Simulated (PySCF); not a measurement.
# Exercise with solution: oscillator strength and radiative lifetime

Ga(H)2(Me) (CH5Ga), SMILES [CH3][GaH2].

The structure is a stationary point at TPSSh-D3(BJ)/def2-TZVP.

TDA-LC-ωPBE/def2-SVPD in PySCF puts the first singlet state with f over 0.02 at 8.09 eV (vertical), with the transition dipole (-0.024, 0.350, 0.554) in atomic units.

Question: Find the oscillator strength, the wavelength and the radiative lifetime that this transition would have in vacuum if emission retraced absorption.

Answer: 
|μ|² = 0.4300 au, so |μ| = 1.67 D. ΔE = 8.09/27.211 = 0.2973 hartree. f = (2/3) ΔE |μ|² = 0.085 (the program prints 0.085).
λ = 1239.84/8.09 = 153 nm; ν = 65250 cm⁻¹.
Einstein's coefficient A = 0.6670 ν² f s⁻¹ (ν in cm⁻¹) = 2.4e8 s⁻¹, so τ = 1/A = 4.1 ns. This state is S3; the lower singlets have f = 0.003, 0.000. The figure is the radiative limit of this one transition; relaxation, internal conversion, crossing to triplets and a medium change what is measured.
